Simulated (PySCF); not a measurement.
C3H9BF2Si, SMILES CB(C)C[SiH](F)F (GFN2-xTB optimised geometry):

```
16

Si    -1.286    -1.692     1.847
F      0.037    -1.742     2.752
F     -1.794    -3.211     1.951
C     -0.839    -1.280     0.061
B     -0.071     0.092     0.000
C      1.504     0.092     0.000
C     -0.872     1.449     0.000
H     -2.246    -0.876     2.553
H     -0.240    -2.110    -0.320
H     -1.764    -1.257    -0.516
H      1.891    -0.545     0.795
H      1.950     1.077     0.114
H      1.889    -0.329    -0.929
H     -1.950     1.336    -0.090
H     -0.677     1.988     0.927
H     -0.540     2.110    -0.799
```

Calculation: CAM-B3LYP/def2-TZVP run with PySCF 2.14.0.

Question: What are the frontier orbital energies and the dipole moment?

Answer: HOMO-2 -11.18 eV, HOMO-1 -10.36 eV, HOMO -10.23 eV, LUMO 0.30 eV, LUMO+1 1.32 eV; dipole moment 2.53 D.

Meta-Löwdin charges at CAM-B3LYP/def2-TZVP: Si1 1.35, F2 -0.51, F3 -0.50, C4 -0.59, B5 0.27, C6 -0.46, C7 -0.46, H8 -0.13, H9 0.14, H10 0.14, H11 0.13, H12 0.11, H13 0.13, H14 0.11, H15 0.13, H16 0.13.
